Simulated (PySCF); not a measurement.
Question: Write Cartesian coordinates for `C#CB[SiH2]F` as optimised with PBE0-D3(BJ)/def2-SVP.

Answer: 
```
atom  x, y, z in Å
C1     2.5570    0.1258   -0.3710
C2     1.4523   -0.2347    0.0093
B3     0.0761   -0.6450    0.4514
Si4   -1.4884    0.4999   -0.0865
F5    -2.8923   -0.1285    0.4642
H6     3.5332    0.4349   -0.7019
H7    -0.0609   -1.6441    1.1157
H8    -1.3563    1.8778    0.4799
H9    -1.5912    0.5974   -1.5752
```

Orientation and origin are arbitrary. Atoms count from 1 in this order. B3 (three-coordinate boron) is planar (angles 122.0°, 119.4° and 118.6°, sum 360.0°, 0.00 Å off the plane of its three neighbours). Si4 (fluorine-bound silicon) is tetrahedral (angles from 107.6° to 111.0°). The 5 heavy atoms lie in one plane (0.009 Å rms).

Bonds between heavy atoms (Å): C1≡C2 1.223, C2–B3 1.503, B3–Si4 2.012, Si4–F5 1.634.

Computed with PySCF, PBE0-D3(BJ)/def2-SVP geometry optimisation, gas phase.

Point group: Cs (every atom within 0.08 Å of its image). Whether it is a minimum is left open (no frequencies). One conformer, not necessarily the lowest (C2–B3–Si4–F5 179°).

The run took 11 s on Arm Neoverse V1, one thread, shared host with 64 logical CPUs at a one-minute load of 39, and the process peaked at 0.51 GiB of memory. These figures are those of the optimisation.
